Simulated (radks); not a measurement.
The hydrogen anion H-, [He], held by a Watson sphere: a shell of charge +0.89 at radius R that stands for the Madelung well of a crystal (potential energy -0.89/R inside, -0.89/r outside, in hartree with lengths in bohr). Calculated with a radial shooting solver on a logarithmic mesh with Libxc functionals: non-relativistic Kohn-Sham, LDA (Slater exchange, Perdew-Wang correlation), spin-polarised, spherical densities, point nucleus. Response by self-consistent Sternheimer equations with the Hartree and adiabatic LDA kernel. The sphere does not respond.

[
 {"R (bohr)": "1.83", "e(1s) (eV)": "-6.018", "<r> 1s (bohr)": "1.805", "sum of <r^2> (bohr^2)": "8.707", "X-ray form factor at sin(theta)/lambda = 0.1 1/angstrom": "1.485", "alpha (bohr^3)": "15.79"},
 {"R (bohr)": "2.4", "e(1s) (eV)": "-5.059", "<r> 1s (bohr)": "1.985", "sum of <r^2> (bohr^2)": "10.62", "X-ray form factor at sin(theta)/lambda = 0.1 1/angstrom": "1.401", "alpha (bohr^3)": "23.56"},
 {"R (bohr)": "2.42", "e(1s) (eV)": "-5.030", "<r> 1s (bohr)": "1.991", "sum of <r^2> (bohr^2)": "10.68", "X-ray form factor at sin(theta)/lambda = 0.1 1/angstrom": "1.398", "alpha (bohr^3)": "23.86"},
 {"R (bohr)": "2.62", "e(1s) (eV)": "-4.753", "<r> 1s (bohr)": "2.045", "sum of <r^2> (bohr^2)": "11.32", "X-ray form factor at sin(theta)/lambda = 0.1 1/angstrom": "1.373", "alpha (bohr^3)": "26.96"},
 {"R (bohr)": "2.76", "e(1s) (eV)": "-4.573", "<r> 1s (bohr)": "2.080", "sum of <r^2> (bohr^2)": "11.76", "X-ray form factor at sin(theta)/lambda = 0.1 1/angstrom": "1.356", "alpha (bohr^3)": "29.24"},
 {"R (bohr)": "2.99", "e(1s) (eV)": "-4.299", "<r> 1s (bohr)": "2.135", "sum of <r^2> (bohr^2)": "12.46", "X-ray form factor at sin(theta)/lambda = 0.1 1/angstrom": "1.330", "alpha (bohr^3)": "33.18"},
 {"R (bohr)": "3.22", "e(1s) (eV)": "-4.049", "<r> 1s (bohr)": "2.186", "sum of <r^2> (bohr^2)": "13.13", "X-ray form factor at sin(theta)/lambda = 0.1 1/angstrom": "1.307", "alpha (bohr^3)": "37.35"}
]
